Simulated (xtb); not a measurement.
H$_{4}$GeO$_{4}$, charge -1, doublet, geometry from GFN2-xTB (a state made from the parent by changing its charge; the spin is typed, not shown lowest). Base run: xtb 6.7.1 with GFN2-xTB.

Input for xtb:
```
$ xtb mol.xyz --gfn 2 --chrg -1 --uhf 1 --json

# file mol.xyz
9

O      0.48967851     1.35799753    -0.98453359
Ge     0.09061734    -0.24082060    -0.04391532
O     -1.12653518     0.33448439     1.29316952
O     -1.42526134    -0.85147881    -1.34349784
O      1.78408963    -0.10212726     1.16960110
H     -0.20776662     1.41946446    -1.63101439
H     -0.56105738     0.62372796     2.00360483
H     -2.17725180    -0.82672429    -0.75779832
H      2.27054805     0.57878436     0.71258474
```

Variants of this job, named by their change:

```tsv
change	ΔE vs base (kJ/mol)	G_solv (kcal/mol)	SCF cycles
base	0.00	-	12
gbsa = toluene	-229.9	-55.13	11
etemp = 10000	-78.4	-	11
acc = 0.1	0.00	-	12
alpb = cs2	-180.4	-43.27	11
acc = 0.0001	0.00	-	17
etemp = 3000	-0.77	-	12
```

ALPB and GBSA are two models with their own fitted parameters for each solvent, which aren't always the measured dielectric constant.
